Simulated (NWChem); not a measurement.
A series in which one site is exchanged, each optimised at PBE0/def2-SVP with NWChem, gas phase unless a solvent is named. def2 effective core potentials on Ag, I, Cs, Tl; no spin-orbit coupling.

A: [I][Cs] (CsI; site = Cs)
B: [I][Tl] (TlI; site = Tl)
C: ClI (ICl; site = Cl)
D: [I][Ag] (AgI; site = Ag)

### Question
Rank them by static polarisability, PBE0/def2-SVPD (bohr³), lowest first.

### Answer
C (49.3), D (66.3), A (79.2), B (82.1)
